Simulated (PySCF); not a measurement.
Input of a run (PBE0-D3(BJ)/def2-SVP geometry optimisation, gas phase (PySCF 2.14.0)), started from GFN2-xTB:
```
{"job": {"xc": "PBE0", "basis": "def2-SVP", "d3": "d3bj", "grid": 1, "kind": "geom"}, "charge": 0, "multiplicity": 1}
C     -1.742731     1.513790    -1.078962
C     -1.587713     0.385823    -0.419171
C     -2.377395    -0.890975    -0.304982
C     -1.161015    -1.546244     0.375020
C     -0.466070    -0.166232     0.432489
N      0.863706    -0.075523    -0.103897
C      1.897925     0.487506     0.567523
C      3.197657     0.478485    -0.212004
O      1.788692     0.936219     1.687095
H     -2.617190     1.707116    -1.677731
H     -1.001991     2.294648    -1.034507
H     -2.693850    -1.332379    -1.248949
H     -3.246587    -0.799698     0.344720
H     -1.346293    -2.017326     1.336539
H     -0.636968    -2.247937    -0.271004
H     -0.422859     0.266388     1.435755
H      1.000265    -0.399978    -1.048466
H      3.541614    -0.546589    -0.336346
H      3.947290     1.039115     0.338226
H      3.058363     0.924470    -1.194081
```

Output (energies in Eh, forces in Eh/bohr):
```
step   0  E = -402.56872255  max force = 0.010756
step   1  E = -402.57124405  max force = 0.002340
step   2  E = -402.57120782  max force = 0.005060
step   3  E = -402.57153931  max force = 0.002764
step   4  E = -402.57170074  max force = 0.002210
step   5  E = -402.57195912  max force = 0.003952
step   6  E = -402.57219053  max force = 0.003216
step   7  E = -402.57226094  max force = 0.001593
step   8  E = -402.57228442  max force = 0.000783
step   9  E = -402.57229907  max force = 0.000836
step  10  E = -402.57230715  max force = 0.000497
step  11  E = -402.57231253  max force = 0.000351
optimisation converged
```

Task: Summarise the run.

Result: The energy falls by 0.098 eV over 12 energy and gradient evaluations, the largest force component goes from 0.0108 to 3.5e-04 Eh/bohr, and the atoms move by 0.278 Å rms after alignment. Among the bonds, C1–H10 and C1–H11 change most and about equally (+0.016 to +0.017 Å). Bonds longer at the end by more than 0.005 Å: 15 of 20; shorter: 1. Among the angles that change most is C4–C5–N6, from 117.3° to 121.0°. Among the dihedrals that turn most is C1–C2–C5–H16, from 77° to 98°. The energy rose by more than 1e-6 Eh at step 2. The first step brought 70 % of the lowering.

Task: What are the final bond lengths?

Result: C1=C2 1.330 Å, C2–C3 1.511 Å, C3–C4 1.547 Å, C4–C5 1.553 Å, C5–N6 1.427 Å, N6–C7 1.367 Å, C7–C8 1.512 Å, C7=O9 1.214 Å, C2–C5 1.513 Å, C1–H10 1.093 Å, C1–H11 1.094 Å, C3–H12 1.100 Å, C3–H13 1.103 Å, C4–H14 1.099 Å, C4–H15 1.100 Å, C5–H16 1.102 Å, N6–H17 1.012 Å, C8–H18 1.101 Å, C8–H19 1.096 Å, C8–H20 1.100 Å. Numbering counts from 1 in the input's order; the species is `C(C)(=O)N[C@@H]1CCC1=C`.

The run used 181 basis functions and 87 SCF cycles in all.

Stationary, but not proved a minimum. The numbers are those of one conformer.
